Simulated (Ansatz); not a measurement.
Au2I⁻. Charge -1, multiplicity 1. Geometry PBE0-D4/def2-TZVP, that of the neutral doublet.

```xyz
3

Au    0.2615    0.2258    0.4502
Au   -0.3525   -2.2337    0.8811
I     0.0909    2.0079   -1.3313
```

In the def2 sets Au, I take a core potential; there is no spin–orbit coupling. The structure comes from a short search, and lower isomers may exist.

Q: Estimate the orbital energies around the gap (eV) in Ansatz with PBE-D4/def2-TZVPD, r2SCAN-D4/def2-TZVPD, PBE0-D4/def2-TZVPD.

A: 
```tsv
orbital	PBE-D4/def2-TZVPD	r2SCAN-D4/def2-TZVPD	PBE0-D4/def2-TZVPD
HOMO−5	-1.98	-2.23	-3.48
HOMO−4	-1.91	-2.17	-3.42
HOMO−3	-1.86	-2.10	-3.12
HOMO−2	-1.51	-1.73	-2.60
HOMO−1	-1.43	-1.64	-2.55
HOMO	-1.09	-1.25	-1.93
LUMO	1.18	1.33	1.88
LUMO+1	2.79	3.06	3.22
LUMO+2	2.79	3.13	3.30
LUMO+3	3.12	3.53	3.55
LUMO+4	3.46	3.93	3.84
LUMO+5	3.47	3.96	3.84
```
